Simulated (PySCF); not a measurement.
**Electron correlation in Pd²⁺ (palladium, charge +2)**

[Kr] 4d7 5p1, one real determinant (an excited configuration). Computed with PySCF 2.14 in x2c-QZVPPall with one added diffuse shell each of s, p, d, f, g type (14s9p8d5f3g, 143 functions), with scalar relativity by spin-free X2C-1e. Frozen: [Ar] 3d10; 16 electrons correlated.

MP2 pair energies summed by pair of shells (mhartree):

| pair | energy | share (%) |
| --- | --- | --- |
| 4p-4d | -180.54 | 36.2 |
| 4d-4d | -160.07 | 32.1 |
| 4p-4p | -59.52 | 11.9 |
| 4s-4d | -31.35 | 6.3 |
| 4s-4p | -30.00 | 6.0 |
| 4d-5p | -24.90 | 5.0 |
| 4p-5p | -7.45 | 1.5 |
| 4s-4s | -4.86 | 1.0 |
| 4s-5p | -0.66 | 0.1 |

Total MP2 correlation energy: -499.33 mhartree.

Same-spin part -161.43 and opposite-spin part -337.90 mhartree; SCS-MP2 scales them by 1/3 and 6/5 to -459.29 mhartree.

The reference is one real determinant that mixes LS terms of this configuration.

This basis was not built for core-valence correlation, so the inner-shell part is incomplete.
